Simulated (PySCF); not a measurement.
Level of theory: B3LYP-D3(BJ)/def2-TZVP run with PySCF 2.14.0. Gas-phase values, no solvent. B3LYP has the VWN-RPA correlation part, as in Gaussian. 

Reference species (SMILES): `[SiH3]C1C=C1` (neutral, multiplicity 1).

```json
{
  "LUMO": "-0.53 eV",
  "dipole_moment": "1.34 D"
}
```

Changed species: `C=C1C[SiH2]1`.

**Question.** What does the change do to the LUMO and dipole moment?

**Answer.** the LUMO falls by 0.23 eV, to -0.76 eV; the dipole moment decreases by 1.13 D, to 0.21 D.
